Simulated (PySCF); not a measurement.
## `FC1(F)[C@H]2[C@H](Cl)C[C@H]21`, C₅H₅ClF₂

Geometry (Å), atoms numbered from 1 in this order:
```xyz
13

F    -2.4007    0.5928    1.0335
C    -1.3697    0.0223    0.3856
F    -1.8028   -1.1358   -0.1516
C    -0.0079    0.1600    0.9753
C     0.9427   -0.7296    0.1839
Cl    2.6362   -0.5165    0.6605
C     0.5684    0.0272   -1.1070
C    -0.3914    0.9024   -0.3059
H     0.1579    0.5189    1.9767
H     0.7297   -1.7989    0.2091
H     0.1098   -0.5789   -1.8869
H     1.4034    0.5871   -1.5184
H    -0.5798    1.9493   -0.4726
```

Theory: PySCF, TDDFT LC-wPBE/aug-cc-pVDZ circular dichroism and optical rotation, one conformer, gas phase. Geometry: GFN2-xTB.

(1) Draw the ECD and absorption spectra from the lowest 8 states, each a Gaussian of half-width 0.2 eV at 1/e height.

## Answers

(1) 
```csv
E (eV),λ (nm),Δε (L mol⁻¹ cm⁻¹),ε (L mol⁻¹ cm⁻¹)
7.00,177,0.00,0.0636
7.15,173,+0.05,2.49
7.30,170,+0.54,31.9
7.45,166,+2.11,133
7.60,163,+2.76,182
7.75,160,+1.10,85.3
7.90,157,-1.13,109
8.05,154,-5.87,755
8.20,151,-4.37,2590
8.35,148,+17.23,4940
```
Δε uses R in velocity form, ε uses f in length form. Only the states computed contribute, so the short-wavelength end is incomplete.
